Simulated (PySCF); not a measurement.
**Spinor energies of Lu³⁺ (lutetium, charge +3)**

Start: [Xe] 4f14. Calculated with PySCF 2.14 in x2c-TZVPPall-2c: generalised Hartree-Fock with the X2C-1e Hamiltonian and a Gaussian nucleus; one run each with spin-orbit coupling (SO) switched off, then screened by Boettger's factors.

| spinor shell | electrons | ε, spin-free (eV) | ε, screened SO (eV) | weight of nominal j (screened SO) | rms radius, screened SO (bohr) |
| --- | --- | --- | --- | --- | --- |
| 1s1/2 | 2 | -63676.0 | -63659.2 | 1.000 | 0.0219 |
| 2s1/2 | 2 | -10996.1 | -10990.9 | 1.000 | 0.0884 |
| 2p1/2 | 2 | -9676.7 | -10471.8 | 1.000 | 0.0754 |
| 2p3/2 | 4 | -9676.7 | -9348.8 | 1.000 | 0.0825 |
| 3s1/2 | 2 | -2570.3 | -2568.7 | 1.000 | 0.227 |
| 3p1/2 | 2 | -2167.2 | -2339.2 | 1.000 | 0.218 |
| 3p3/2 | 4 | -2167.2 | -2095.2 | 1.000 | 0.232 |
| 3d3/2 | 4 | -1679.2 | -1710.1 | 1.000 | 0.206 |
| 3d5/2 | 6 | -1679.2 | -1657.3 | 1.000 | 0.210 |
| 4s1/2 | 2 | -562.04 | -561.59 | 1.000 | 0.509 |
| 4p1/2 | 2 | -427.35 | -466.80 | 1.000 | 0.520 |
| 4p3/2 | 4 | -427.35 | -410.82 | 1.000 | 0.552 |
| 4d3/2 | 4 | -248.25 | -254.39 | 1.000 | 0.585 |
| 4d5/2 | 6 | -248.25 | -243.86 | 1.000 | 0.597 |
| 5s1/2 | 2 | -99.665 | -99.616 | 1.000 | 1.26 |
| 5p1/2 | 2 | -64.877 | -70.199 | 1.000 | 1.40 |
| 5p3/2 | 4 | -64.877 | -62.685 | 1.000 | 1.51 |
| 4f5/2 | 6 | -48.790 | -49.546 | 1.000 | 0.788 |
| 4f7/2 | 8 | -48.790 | -47.982 | 1.000 | 0.797 |

```
   quantity     spin-free   screened SO
E (hartree)  -14551.03181  -14565.46659
        M_J             0             0
       ⟨J²⟩         0.000         0.000
       ⟨L²⟩         0.000         0.106
       ⟨S²⟩         0.000         0.106
```

Breit and QED terms are absent; they matter most for the inner s and p1/2 levels.

Densities and radii are taken from the X2C orbitals without a picture-change correction, which distorts them close to the nucleus.

Without spin-orbit coupling the j labels of p, d and f shells carry no meaning; the spin-free column gives the mean over the occupied spinors of each nl shell.
